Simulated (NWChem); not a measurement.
Correlation energy of H2As

```
As
H 1 1.5297
H 1 1.5297 2 90.76
```
Charge 0, spin multiplicity 2.

Program: NWChem. The geometry was optimised at UPBE0/def2-SVP, a minimum by its harmonic frequencies.

Basis set: def2-SVP. Each correlation energy counts from its own Hartree-Fock reference.

The Hamiltonian is non-relativistic. The correlated methods keep 9 core orbitals frozen. The structure started from a generated list of species. The unpaired electrons of the parent sit in orbitals of symmetry b2 (C2v labels of the run); other states weren't searched. No SCF solution was tested for a lower state. Open-shell Hartree-Fock references start from PBE0 orbitals. No row is a measurement; the coupled-cluster row has its own basis-set and correlation limits.

Question: Order these methods by the correlation energy they give, lowest first: UMP2, SCS-UMP2, CCSD on UHF, CCSD[T] on UHF.

Answer: CCSD[T] on UHF (-243.4 mHa), CCSD on UHF (-237.4 mHa), UMP2 (-223.0 mHa), SCS-UMP2 (-212.8 mHa)
